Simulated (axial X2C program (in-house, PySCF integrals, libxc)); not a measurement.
# AlHf: properties at the nuclei

Calculated with an axial X2C code built on PySCF integrals: two-component X2C with atomic mean-field Coulomb and Gaunt terms, Gaussian nuclei, basis Hf dyall-cv3z, Al dyall-v3z with contracted cores.

R = 2.649 Å (near the PBE0 minimum at charge 0 of the determinant lowest at the starting distance; the state shown can have its own minimum elsewhere).

Determinant lowest in the PBE0 search, Ω = 3/2 (⟨Sz⟩ = 1.46, ⟨Lz⟩ = 0.04 at PBE0), spin on the atoms Hf 0.99, Al 0.48:

| level | Eeff magnitude (GV/cm) | Ws magnitude Hf (kHz) | A∥/gI Hf (MHz) | qzz Hf (a.u.) | A∥/gI Al (MHz) | qzz Al (a.u.) | μ (D) |
| --- | --- | --- | --- | --- | --- | --- | --- |
| PBE0 | 13.5 | 10.5 | -94.1 | -5.32 | -38.1 | -0.47 | -1.69 |
| HF | 84.8 | 56.8 | 291 | -5.98 | -62.8 | -0.67 | -1.48 |
| PBE | 3.86 | 4.13 | -50.4 | -5.49 | -31.5 | -0.43 | -1.60 |
| PBE50 | 28 | 20 | -113 | -5.37 | -43.2 | -0.53 | -1.77 |
| LDA | 0.918 | 2.26 | 57.8 | -5.62 | -9.32 | -0.43 | -1.47 |

Determinant 0.21 eV from it at PBE0 and this distance, Ω = 1/2 (⟨Sz⟩ = -1.46, ⟨Lz⟩ = 1.96 at PBE0), spin on the atoms Hf -1.15, Al -0.31:

```
level  Eeff magnitude (GV/cm)  Ws magnitude Hf (kHz)  A∥/gI Hf (MHz)  qzz Hf (a.u.)  A∥/gI Al (MHz)  qzz Al (a.u.)  μ (D)
 PBE0                    3.14                   1.99             208           0.61             110          -0.14  -1.30
  PBE                    1.97                  0.673             489           0.00             130          -0.14  -1.14
PBE50                    5.24                    5.3           -36.3           1.16            92.9          -0.13  -1.51
  LDA                   0.179                   1.99            1120          -0.28             102          -0.08  -0.89
```

Eeff is the effective electric field on the electron electric dipole moment in this Ω state and Ws the scalar–pseudoscalar constant of the nucleus named (defined with the proton number Z and per Ω); A∥ (defined per Ω) follows by multiplying with gI = μI/(I μN); qzz is the electric field gradient, eQq0 = 234.96 MHz × Q/barn × qzz; μ is positive if the Al end (last atom) is positive. The operators were transformed with the bare-nucleus X2C matrices; with these basis sets, hyperfine constants and field gradients can be off by tens of per cent, and where levels differ in sign neither size nor sign is settled.

With Q(177Hf) = 3.365 barn, Q(27Al) = 0.1466 barn (Q from Pyykkö, Mol. Phys. 2018), turn the PBE0 values of the first state into constants in MHz.

eQq0(177Hf) = 234.96 × (3.365) × (-5.32) = -4210 MHz; eQq0(27Al) = 234.96 × (0.1466) × (-0.47) = -16.2 MHz.

Each state is one determinant with collinear spin, which with several unpaired electrons need not be a pure state. Unrestricted Hartree–Fock can overshoot spin polarisation at the nuclei. This is the top spin component of a Σ state; components of lower Ω are not single determinants and can lie lower. With several open shells hyperfine constants can be off by a factor of several. Where Eeff spreads by more than a factor of two the levels disagree and none is to be relied on. Left out as unconverged or as another state under the same occupation: HF in at least one table. States lie within half an eV, so the first need not be the ground state. The sign of Ws at Hf differs between levels in the second state. Further determinants of the search, some of them spin-mixed, are not shown. Where a field gradient or hyperfine factor spreads by more than a factor of two over the levels, a constant derived from it is not to be relied on. PBE0 term energies can be off by some tenths of an eV.
